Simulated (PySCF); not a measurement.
Computed shifts of a molecule C6H6O, PBE/pcSseg-1 (PySCF), GIAO, gas phase, equivalent atoms averaged, in ppm (number of nuclei): ¹³C: 222.9 (1), 150.6 (1), 135.8 (1), 134.9 (1), 99.8 (1), 87.8 (1). ¹H: 6.65 (1), 6.54 (2), 6.39 (1), 5.75 (2). References: ¹³C against TMS (σ = 182.0 ppm); ¹⁷O against H2O (σ = 334.3 ppm); ¹H against TMS (σ = 31.49 ppm), references at their B3LYP-D3(BJ)/def2-TZVP geometries, non-relativistic. Geometry: PBE-D3(BJ)/def2-SVP. Other conformers were not sampled.

Problem. Which molecule gave these data?
A) C=C=CC1=COC1
B) C=C1C=CC=CO1
C) C#CC(=C)OC=C
D) C=C=C1C=CCO1

Solution. D, C=C=C1C=CCO1
